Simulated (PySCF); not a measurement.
## Electron correlation in F⁵⁺ (fluorine, charge +5)

Starting occupation: [He] 2s2. All numbers are calculated (PySCF 2.14, X2C-1e with screened-nucleus spin-orbit coupling, Gaussian nucleus, in an uncontracted even-tempered set (18 s from 0.45 bohr⁻², ratio 2.4; 10 p from 0.58 bohr⁻², ratio 2.4; 5 d from 2.2 bohr⁻², ratio 2.6; 5 f from 3.3 bohr⁻², ratio 2.6)). Frozen: nothing; 4 electrons correlated; the 30 highest virtual spinors left out.

MP2 pair energies summed by pair of shells (mhartree):

| pair | energy | share (%) |
| --- | --- | --- |
| 2s1/2-2s1/2 | -66.53 | 56.0 |
| 1s1/2-1s1/2 | -40.44 | 34.1 |
| 1s1/2-2s1/2 | -11.73 | 9.9 |

Total MP2 correlation energy: -118.70 mhartree.

MP2 falls well short for the outer s pair, which is nearly degenerate with np².
